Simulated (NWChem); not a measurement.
Program: NWChem. System: Ga (-1), charge -1, spin multiplicity 3. Its SCF solution wasn't tested for a lower state. Level: ROCR-CCSD(T)/def2-TZVPD, 9 core orbitals frozen.

Input file:

```
start mol
memory heap 100 mb stack 700 mb global 1900 mb
charge -1
geometry units angstroms nocenter noautoz
  Ga     0.000000     0.000000     0.000000
  symmetry group D2h
end
basis spherical
  * library def2-tzvpd
end
scf
  rohf
  nopen 2
  maxiter 100
  thresh 1e-7
  semidirect memsize 60000000 filesize 0
  # guess.movecs holds the orbitals of an unrestricted PBE0 run
  vectors input guess.movecs output mol.movecs
end
tce
  freeze core 9
  cr-ccsd(t)
  2eorb
  2emet 13
  thresh 1e-6
  maxiter 100
  tilesize 24
end
task tce energy
```

Output (cleaned and shortened):

```
             Northwest Computational Chemistry Package (NWChem) 7.3.0
             --------------------------------------------------------

                                NWChem Input Module
                                -------------------

 Scaling coordinates for geometry "geometry" by  1.889725989
 (inverse scale =  0.529177249)

                             Geometry "geometry" -> ""
                             -------------------------

 Output coordinates in angstroms (scale by  1.889725989 to convert to a.u.)

  No.       Tag          Charge          X              Y              Z
 ---- ---------------- ---------- -------------- -------------- --------------
    1 Ga                  31.0000     0.00000000     0.00000000     0.00000000

 Effective nuclear repulsion energy (a.u.)       0.0000000000

            Nuclear Dipole moment (a.u.)
            ----------------------------
        X                 Y               Z
 ---------------- ---------------- ----------------
     0.0000000000     0.0000000000     0.0000000000

      Symmetry information
      --------------------

 Group name             D2h
 Group number             26
 Group order               8
 No. of unique centers     1

      Symmetry unique atoms

     1


 Summary of "ao basis" -> "" (spherical)
 ------------------------------------------------------------------------------
       Tag                 Description            Shells   Functions and Types
 ---------------- ------------------------------  ------  ---------------------
 *                         def2-tzvpd                 on all atoms

 Summary of "ao basis" -> "ao basis" (spherical)
 ------------------------------------------------------------------------------
       Tag                 Description            Shells   Functions and Types
 ---------------- ------------------------------  ------  ---------------------
 Ga                        def2-tzvpd               18       54   7s5p5d1f

                                 NWChem SCF Module
                                 -----------------

  ao basis        = "ao basis"
  functions       =    54
  atoms           =     1
  closed shells   =    15
  open shells     =     2
  charge          =  -1.00
  wavefunction    = ROHF
  use symmetry    = T
  symmetry adapt  = T

 Summary of "ao basis" -> "ao basis" (spherical)
 ------------------------------------------------------------------------------
       Tag                 Description            Shells   Functions and Types
 ---------------- ------------------------------  ------  ---------------------
 Ga                        def2-tzvpd               18       54   7s5p5d1f

      Symmetry analysis of basis
      --------------------------

        ag         17
        au          1
        b1g         5
        b1u         7
        b2g         5
        b2u         7
        b3g         5
        b3u         7

 Forming initial guess at       0.0s

      Symmetry analysis of molecular orbitals - initial
      -------------------------------------------------

  Numbering of irreducible representations:

     1 ag          2 au          3 b1g         4 b1u         5 b2g
     6 b2u         7 b3g         8 b3u

  Orbital symmetries:

     1 ag          2 ag          3 b3u         4 b2u         5 b1u
     6 ag          7 b3u         8 b1u         9 b2u        10 ag
    11 b2g        12 b1g        13 b3g        14 ag         15 ag
    16 b2u        17 b1u        18 b3u        19 ag         20 b3g
[...]
    20      0.905041  1 Ga px

 Vector   20  Occ=0.000000D+00  E= 2.720301D-01  Symmetry=ag
              MO Center= -6.2D-17,  1.1D-17,  3.9D-17, r^2= 1.4D+01
   Bfn.  Coefficient  Atom+Function         Bfn.  Coefficient  Atom+Function
  ----- ------------  ---------------      ----- ------------  ---------------
    47      1.047331  1 Ga d  2              45     -0.604677  1 Ga d  0
    42     -0.359997  1 Ga d  2               7     -0.231693  1 Ga s
     6      0.215394  1 Ga s                 40      0.207845  1 Ga d  0
    37      0.183516  1 Ga d  2

 center of mass
 --------------
 x =   0.00000000 y =   0.00000000 z =   0.00000000

 moments of inertia (a.u.)
 ------------------
           0.000000000000           0.000000000000           0.000000000000
           0.000000000000           0.000000000000           0.000000000000
           0.000000000000           0.000000000000           0.000000000000

  Mulliken analysis of the total density
  --------------------------------------

    Atom       Charge   Shell Charges
 -----------   ------   -------------------------------------------------------
    1 Ga  31    32.00   2.00  2.00  1.18  0.79  0.88  0.97  0.19  5.98  4.44  1.56  0.50  1.52  8.88  1.13 -0.05  0.03 -0.00  0.00

 Mulliken analysis of the open-shell density
 -------------------------------------------

    Atom       Charge   Shell Charges
 -----------   ------   -------------------------------------------------------
    1 Ga  31     2.00   0.00  0.00  0.00  0.00  0.00 -0.00  0.00  0.00  0.02 -0.01  0.47  1.52  0.00  0.00 -0.00  0.00 -0.00  0.00

       Multipole analysis of the density wrt the origin
       ------------------------------------------------

     L   x y z        total         open         nuclear
     -   - - -        -----         ----         -------
     0   0 0 0     -1.000000     -2.000000     31.000000

     1   1 0 0      0.000000      0.000000      0.000000
     1   0 1 0      0.000000      0.000000      0.000000
     1   0 0 1      0.000000     -0.000000      0.000000

     2   2 0 0    -15.866258     -6.151459      0.000000
     2   1 1 0     -0.000000      0.000000      0.000000
     2   1 0 1     -0.000000     -0.000000      0.000000
     2   0 2 0    -22.231568    -12.302797      0.000000
     2   0 1 1      0.000000      0.000000      0.000000
     2   0 0 2    -22.231568    -12.302797      0.000000

                   NWChem Extensible Many-Electron Theory Module
                   ---------------------------------------------


            General Information
            -------------------
      Number of processors :     1
         Wavefunction type : Restricted open-shell Hartree-Fock
          No. of electrons :    32
           Alpha electrons :    17
            Beta electrons :    15
           No. of orbitals :   108
            Alpha orbitals :    54
             Beta orbitals :    54
        Alpha frozen cores :     9
         Beta frozen cores :     9
     Alpha frozen virtuals :     0
      Beta frozen virtuals :     0
         Spin multiplicity : triplet
    Number of AO functions :    54
       Number of AO shells :    18
        Use of symmetry is : on
      Symmetry adaption is : on
         Schwarz screening : 0.10D-09

          Correlation Information
          -----------------------
          Calculation type : Coupled-cluster singles & doubles w/ perturbation
   Perturbative correction : Completely renormalized (T)
            Max iterations :      100
        Residual threshold : 0.10D-05
     T(0) DIIS level shift : 0.00D+00
     L(0) DIIS level shift : 0.00D+00
     T(1) DIIS level shift : 0.00D+00
     L(1) DIIS level shift : 0.00D+00
     T(R) DIIS level shift : 0.00D+00
     T(I) DIIS level shift : 0.00D+00
   CC-T/L Amplitude update :  5-th order DIIS
                I/O scheme : Global Array Library
        L-threshold :  0.10D-05
        EOM-threshold :  0.10D-05
 no EOMCCSD initial starts read in
 TCE RESTART OPTIONS
 SLICE:      F
 D4D5:       F
 quantumc:   F
 qrotation:  F
 pwtce:      F
 qducc:      F
 nacto:                         0
 nrotv:                         0
 nrot:                          0

            Memory Information
            ------------------
          Available GA space size is     249030968 doubles
          Available MA space size is     104852236 doubles

 Maximum block size supplied by input
 Maximum block size        24 doubles

 tile_dim =     11

 -------------------------------------------------

 Global array virtual files algorithm will be used

 Parallel file system coherency ......... OK

 4-electron integrals stored in orbital form

 v2    file size   =           112732
 4-index algorithm nr.  13 is used
 imaxsize =       30
 imaxsize ichop =        0


CCSD iterations
 ---------------------------------------------------------
 Iter          Residuum       Correlation     Cpu    Wall
 ---------------------------------------------------------
    1   0.1254280737402  -0.1989397144899     0.5     0.5
    2   0.0251206359754  -0.1927513945105     0.5     0.5
    3   0.0092539389061  -0.1970559617827     0.5     0.5
    4   0.0043240345399  -0.1969378673730     0.5     0.5
    5   0.0020757129146  -0.1974445643444     0.5     0.5
    6   0.0006377899445  -0.1975947249971     0.6     0.6
    7   0.0002436152165  -0.1975981424379     0.5     0.5
    8   0.0001148405588  -0.1975954303879     0.5     0.5
    9   0.0000587539695  -0.1975969685605     0.5     0.5
   10   0.0000314358892  -0.1975988057843     0.5     0.5
   11   0.0000065484746  -0.1976009157795     0.5     0.5
   12   0.0000020608927  -0.1976007582252     0.5     0.5
   13   0.0000008563958  -0.1976009673757     0.5     0.5
 -----------------------------------------------------------------
 Iterations converged
 CCSD correlation energy / hartree =        -0.197600967375658
 CCSD total energy / hartree       =     -1923.402480635552593

 Singles contributions

 Doubles contributions
 CR-CCSD(T)

 CR-CCSD[T]  correction energy / hartree =        -0.008496215599060
 CR-CCSD[T] correlation energy / hartree =        -0.206097182974718
 CR-CCSD[T] total energy / hartree       =     -1923.410976851151645
 CR-CCSD(T)  correction energy / hartree =        -0.007399921996674
 CR-CCSD(T) correlation energy / hartree =        -0.205000889372332
 CR-CCSD(T) total energy / hartree       =     -1923.409880557549286

 Task  times  cpu:       11.2s     wall:       11.2s

 Total times  cpu:       11.2s     wall:       11.2s
```
